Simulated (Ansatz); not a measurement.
The same path of C2H8AlFOSi (14 atoms, charge 0, multiplicity 1) was run twice with different band settings. The coordinate that changes most is the dihedral H10–Si3–Al5–C6.

The calculation used Ansatz, RKS PBE-D4/STO-3G.

Relaxed end points:

```xyz
14
Properties=species:S:1:pos:R:3
C -1.516 1.308 -0.079
O -2.293 0.100 0.133
Si -1.169 -1.253 0.366
F -2.069 -2.535 -0.190
Al 0.794 -0.677 -0.762
C 2.309 -0.011 0.217
H -2.182 2.097 -0.502
H -1.049 1.734 0.851
H -0.652 1.182 -0.815
H -1.053 -1.470 1.825
H 0.925 -0.882 -2.259
H 2.085 0.247 1.265
H 3.122 -0.759 0.238
H 2.735 0.891 -0.258
```

```xyz
14
Properties=species:S:1:pos:R:3
C -1.474 1.375 0.514
O -1.905 0.402 -0.488
Si -1.215 -1.170 -0.074
F -2.037 -2.154 -1.135
Al 1.108 -1.320 -0.236
C 2.200 0.243 -0.492
H -1.931 2.357 0.250
H -1.801 1.129 1.560
H -0.362 1.533 0.555
H -1.703 -1.489 1.290
H 1.788 -2.672 -0.120
H 1.685 1.047 -1.045
H 2.498 0.674 0.482
H 3.135 0.017 -1.032
```

Common settings: climbing image yes; spring 5.0 eV/Å²; optimiser quadratic models (default); start path through a guess of the saddle point; force threshold 0.03 eV/Å; end points relaxed.

| run | movable images | iteration limit |
| --- | --- | --- |
| 1 | 7 | 51 |
| 2 | 3 | 60 |

(1) What does each run give, and how far can it be trusted?

## Answers

(1) Run 1: converged after 6 iterations, highest image 0.022 eV above the first end. The highest image is an end point: on this band no image between the ends rises above it.
Run 2: converged after 7 iterations, highest image 0.022 eV above the first end. The highest image is an end point: on this band no image between the ends rises above it. So few images can step over the top or miss a turn of the path.
Limits of this set-up: minimal basis.
